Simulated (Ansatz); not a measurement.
Geometry optimisation, RKS PBE-D4/def2-SVP in Ansatz 0.2.0.

The input (input.yaml):

```yaml
crystal:
  periodic: [false, false, false]
  atoms:
    - { symbol: W, position_ang: [0.196824, 0.003974, -0.493315] }
    - { symbol: O, position_ang: [0.818219, -0.195512, 2.569675] }
    - { symbol: H, position_ang: [-0.001238, -0.702805, 2.738432] }
    - { symbol: O, position_ang: [1.936632, -0.529223, -0.055325] }
    - { symbol: H, position_ang: [2.285787, -0.477553, 0.860781] }
    - { symbol: H, position_ang: [-0.207643, 1.556216, -1.081412] }
    - { symbol: H, position_ang: [-1.104996, 0.528667, 0.477549] }
    - { symbol: H, position_ang: [-0.976397, -1.201718, -0.116649] }
    - { symbol: H, position_ang: [0.072826, 0.184404, -2.185895] }
    - { symbol: H, position_ang: [0.447674, 1.369379, 0.499659] }
    - { symbol: H, position_ang: [0.458511, 0.667069, 2.2259] }
basis:
  gaussian: { orbitals: def2-SVP }
hamiltonian:
  xc: pbe
  dispersion: d4
relax:
  f_tol: 0.03
  max_steps: 50
```

Launched with:

```bash
$ ansatz run input.yaml --threads 2 --pin off --max-ram 3072MiB --backend cpu --events-out ev --progress --plain --runs-dir out
```

**Question.** Where does it end, and by what steps?

**Answer.** The forces met the threshold. After 12 steps the energy has fallen by 0.558 eV; H10 moved furthest, 0.65 Å. Joined: W1–O2 (3.13 → 2.64 Å).

```json
{"step": "0", "energy less start (eV)": "0.0000", "largest force component (eV/Å)": "0.503", "accepted": "yes"}
{"step": "1", "energy less start (eV)": "0.0078", "largest force component (eV/Å)": "1.836", "accepted": "no"}
{"step": "2", "energy less start (eV)": "-0.0323", "largest force component (eV/Å)": "0.733", "accepted": "yes"}
{"step": "3", "energy less start (eV)": "-0.0757", "largest force component (eV/Å)": "0.898", "accepted": "yes"}
{"step": "4", "energy less start (eV)": "-0.1571", "largest force component (eV/Å)": "1.026", "accepted": "yes"}
{"step": "5", "energy less start (eV)": "-0.2584", "largest force component (eV/Å)": "1.169", "accepted": "yes"}
{"step": "6", "energy less start (eV)": "-0.3833", "largest force component (eV/Å)": "0.455", "accepted": "yes"}
{"step": "7", "energy less start (eV)": "-0.4844", "largest force component (eV/Å)": "1.014", "accepted": "yes"}
{"step": "8", "energy less start (eV)": "-0.5426", "largest force component (eV/Å)": "0.242", "accepted": "yes"}
{"step": "9", "energy less start (eV)": "-0.5048", "largest force component (eV/Å)": "0.760", "accepted": "no"}
{"step": "10", "energy less start (eV)": "-0.5567", "largest force component (eV/Å)": "0.082", "accepted": "yes"}
{"step": "11", "energy less start (eV)": "-0.5579", "largest force component (eV/Å)": "0.061", "accepted": "yes"}
{"step": "12", "energy less start (eV)": "-0.5582", "largest force component (eV/Å)": "0.024", "accepted": "yes"}
```

```xyz
11
Properties=species:S:1:pos:R:3
W 0.261 0.249 -0.271
O 0.757 -0.287 2.268
H -0.027 -0.842 2.454
O 1.998 -0.387 -0.043
H 2.288 -0.631 0.863
H 0.290 1.434 -1.485
H -1.024 0.421 0.841
H -0.902 -1.004 -0.290
H -0.240 -0.177 -1.837
H 0.030 1.839 0.321
H 0.494 0.588 2.619
```

The run took 28 s on 2 threads of Arm Neoverse V1 (shared host), peak memory 0.14 GiB.
